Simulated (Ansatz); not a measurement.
Species: GaCl (charge 0, triplet). This is an excited triplet: at this geometry the singlet lies 3.36 eV lower at CCSD(T)/CBS(def2-TZVPPD,def2-QZVPPD). 
Structure (B3LYP-D3(BJ)/def2-TZVP (Ansatz, an electronic-structure program) minimum search):
```xyz
2

Ga     0.0000     0.0000    -0.7780
Cl     0.0000     0.0000     1.4187
```
Charge 0, spin multiplicity 3.

Basis-set convergence of Hartree-Fock and CCSD(T) correlation energies (hartree) with Ansatz. Cores are frozen in the correlated levels unless marked. Open shells are spin-unrestricted. Spin-orbit coupling is left out. The frozen core is the preceding noble-gas configuration, with the filled d and f shells of earlier blocks. No relativistic terms.

| basis | functions | E(HF) | E(corr, CCSD(T)) |
|---|---|---|---|
| def2-SVPD | 65 | -2382.33803 | -0.19219 |
| def2-TZVPPD | 105 | -2382.73815 | -0.25087 |
| def2-QZVPPD | 174 | -2382.79068 | -0.27198 |

Extrapolating the two largest sets (X = 3 and 4) as X^-3: E(corr) = (64·(-0.27198) - 27·(-0.25087))/37 = -0.2874 Eh, an estimate of the basis-set limit. The largest set recovers 94.6 % of it, the smallest 66.9 %.
